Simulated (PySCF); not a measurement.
Molfile (atoms numbered from 1):
```
C5H8N2Si
     RDKit          3D

 16 16  0  0  0  0  0  0  0  0999 V2000
   -2.5680    0.5628    0.6784 C   0  0  0  0  0  0  0  0  0  0  0  0
   -1.2615    0.6781    0.4606 C   0  0  0  0  0  0  0  0  0  0  0  0
   -0.4189   -0.3738   -0.0416 C   0  0  0  0  0  0  0  0  0  0  0  0
   -0.7004   -1.6700   -0.4032 C   0  0  0  0  0  0  0  0  0  0  0  0
    0.4291   -2.2982   -0.8206 N   0  0  0  0  0  0  0  0  0  0  0  0
    1.3737   -1.4136   -0.7180 C   0  0  0  0  0  0  0  0  0  0  0  0
    0.9408   -0.2094   -0.2496 N   0  0  0  0  0  0  0  0  0  0  0  0
    1.9252    1.2165    0.0141 Si  0  0  0  0  0  4  0  0  0  0  0  0
   -3.1495    1.3843    1.0583 H   0  0  0  0  0  0  0  0  0  0  0  0
   -3.0959   -0.3549    0.4869 H   0  0  0  0  0  0  0  0  0  0  0  0
   -0.7613    1.6169    0.6658 H   0  0  0  0  0  0  0  0  0  0  0  0
   -1.6386   -2.1873   -0.3896 H   0  0  0  0  0  0  0  0  0  0  0  0
    2.4000   -1.5899   -0.9700 H   0  0  0  0  0  0  0  0  0  0  0  0
    1.8404    1.5610    1.4331 H   0  0  0  0  0  0  0  0  0  0  0  0
    3.2701    0.8046   -0.3721 H   0  0  0  0  0  0  0  0  0  0  0  0
    1.4074    2.2819   -0.8440 H   0  0  0  0  0  0  0  0  0  0  0  0
  1  2  2  0
  2  3  1  0
  3  4  2  0
  4  5  1  0
  5  6  2  0
  6  7  1  0
  7  8  1  0
  7  3  1  0
  1  9  1  0
  1 10  1  0
  2 11  1  0
  4 12  1  0
  6 13  1  0
  8 14  1  0
  8 15  1  0
  8 16  1  0
M  END
```

Method: geometry from GFN2-xTB, σ from GIAO-PBE0/pcSseg-1, in PySCF 2.14 (in vacuum, one computed conformer, one averaged value for each set of equivalent atoms, non-relativistic Hamiltonian).

Shifts are taken against calculated references (same method and geometry level): TMS for 13C (σref 186.93).

Do the 13C shifts follow the atomic charges (in e)? Tabulate both.

Answers


| atoms | hybridisation | δ (ppm) | σ para (ppm) | Hirshfeld | IAO | Mulliken | ESP-fitted |
| --- | --- | --- | --- | --- | --- | --- | --- |
| C6 | sp2 | 144.6 | -209 | +0.04 | +0.04 | +0.30 | +0.24 |
| C3 | sp2 | 139.9 | -208 | +0.01 | +0.02 | +0.18 | +0.02 |
| C4 | sp2 | 136.0 | -205 | -0.03 | -0.09 | +0.02 | +0.15 |
| C2 | sp2 | 130.5 | -200 | -0.05 | -0.15 | -0.19 | -0.18 |
| C1 | sp2 | 117.1 | -184 | -0.10 | -0.31 | -0.11 | -0.45 |

Correlation coefficients of δ with charge over these carbons: Hirshfeld +0.97, IAO +0.99, Mulliken +0.80, ESP-fitted +0.95; with the paramagnetic shielding -0.98. With so few points these coefficients are fragile. Charge is one influence among several: hybridisation and low-lying excitations act through the paramagnetic term.

Shifts are as computed. Against solution values, carbons near 30 ppm lie about +3 ppm off and those near 130 ppm about +5 ppm. Of 1309 compounds with measured shifts, 239 miss one by over three times the rms of a fit or turn the order of signals round; such compounds aren't used in these exercises.
